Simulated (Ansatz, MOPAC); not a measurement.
Species: C5H13O (charge +1, singlet). SMILES: CC(C)CC[OH2+]

Atoms: C1, C2, C3, C4, C5, O6, H7, H8, H9, H10, H11, H12, H13, H14, H15, H16, H17, H18, H19. Bonds: C1-C2, C1-H7, C1-H8, C1-H9, C2-C3, C2-C4, C2-H10, C3-H11, C3-H12, C3-H13, C4-C5, C4-H14, C4-H15, C5-O6, C5-H16, C5-H17, O6-H18, O6-H19.

Bond lengths (Å) and angles (degrees) optimised at PM3 with MOPAC; HF/STO-3G with Ansatz (an electronic-structure program); B3LYP/LANL2DZ with Ansatz, each started from the B3LYP-D3(BJ)/def2-TZVP structure (Ansatz) of the last column. A row stands for all coordinates that are equal there; 13 of 44 kinds are shown. No wavenumbers were computed at HF/STO-3G, B3LYP/LANL2DZ, so these may be saddle points.

| coordinate | PM3 | HF/STO-3G | B3LYP/LANL2DZ | B3LYP-D3(BJ)/def2-TZVP |
|---|---|---|---|---|
| C1-C2 | 1.519 | 1.546 | 1.546 | 1.528 |
| C1-H7 | 1.099 to 1.112 | 1.085 to 1.089 | 1.098 | 1.092 |
| C1-H8 | 1.098 | 1.086 | 1.097 | 1.091 |
| C1-H9 | 1.098 | 1.085 | 1.096 | 1.090 |
| C2-C3 | 1.521 | 1.546 | 1.547 | 1.530 |
| C2-C4 | 1.538 | 1.557 | 1.570 | 1.549 |
| C2-H10 | 1.110 to 1.118 | 1.090 | 1.101 | 1.095 |
| C3-H12 | 1.099 | 1.086 | 1.099 | 1.093 |
| C1-C2-C3 | 110.7 | 110.9 | 111.1 | 111.3 |
| C1-C2-C4 | 109.5 | 108.9 | 108.6 | 108.8 |
| C3-C2-C4 | 110.6 | 112.2 | 112.3 | 112.1 |
| C2-C4-C5 | 108.9 | 111.6 | 110.8 | 111.1 |
| C4-C5-O6 | 108.0 | 108.0 | 107.5 | 107.3 |

A range marks coordinates that this level makes unequal.

Mean signed difference of all 18 bond lengths from B3LYP-D3(BJ)/def2-TZVP: PM3 0.004 Å, HF/STO-3G 0.001 Å, B3LYP/LANL2DZ 0.009 Å.
